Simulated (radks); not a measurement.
Results of a calculation; reference values are marked as such.
Problem. Species: Cl13+. Configuration: [He] 2s2. Code: a radial shooting solver on a logarithmic mesh with Libxc functionals. Model: Dirac Kohn-Sham, PBE, spin-unpolarised, spherical densities, point nucleus. Some entries of the table are withheld. Estimate them.

| orbital | occ. | eigenvalue (hartree) | <r^2> (bohr^2) | r(max) (bohr) |
|---|---|---|---|---|
| 1s1/2 | 2 | -124.2917 | 0.01094 | 0.05933 |
| 2s1/2 | 2 | -26.57783 | 0.1739 | 0.3312 |
| 2p1/2 | 0 | (1) | (2) | 0.2640 |
| 2p3/2 | 0 | (3) | (4) | 0.2654 |
| 3s1/2 | 0 | -10.91952 | 0.9332 | 0.8665 |

Solution. 
(1) 2p1/2 eigenvalue (hartree): -25.29808
(2) 2p1/2 <r^2> (bohr^2): 0.1337
(3) 2p3/2 eigenvalue (hartree): -25.20255
(4) 2p3/2 <r^2> (bohr^2): 0.1348
